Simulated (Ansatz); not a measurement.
Start from `[SiH3]C(Cl)[TeH]` and change one atom or group to get `FC(Cl)[TeH]`.

Ansatz, PBE0-D4/def2-TZVP geometries, multiplicity 1. 

Elements past krypton have def2 core potentials.  Spin–orbit coupling is left out; it splits and shifts lone-pair levels of the heavy atoms by tenths of an eV.

```
                                          property  `[SiH3]C(Cl)[TeH]`
size of the dipole moment (ωB97M-V/def2-TZVPP) / D                1.28
                HOMO energy (PBE0/def2-TZVPP) / eV               -6.54
             HOMO–LUMO gap (B3LYP/def2-TZVPP) / eV                4.79
           HOMO–LUMO gap (ωB97M-V/def2-TZVPP) / eV                9.15
               HOMO energy (B3LYP/def2-TZVPP) / eV               -6.32
              HOMO–LUMO gap (PBE0/def2-TZVPP) / eV                5.22
```

What does the change do to each property? (Estimate.)

The calculation gave: 
| property | `FC(Cl)[TeH]` | shift |
| --- | --- | --- |
| size of the dipole moment (ωB97M-V/def2-TZVPP) / D | 1.53 | 0.25 |
| HOMO energy (PBE0/def2-TZVPP) / eV | -6.69 | -0.15 |
| HOMO–LUMO gap (B3LYP/def2-TZVPP) / eV | 4.72 | -0.07 |
| HOMO–LUMO gap (ωB97M-V/def2-TZVPP) / eV | 9.19 | 0.04 |
| HOMO energy (B3LYP/def2-TZVPP) / eV | -6.47 | -0.15 |
| HOMO–LUMO gap (PBE0/def2-TZVPP) / eV | 5.18 | -0.04 |

Dipoles are sizes alone; their direction can turn.

B3LYP here is the variant with VWN-RPA as its local correlation; programs differ in this.
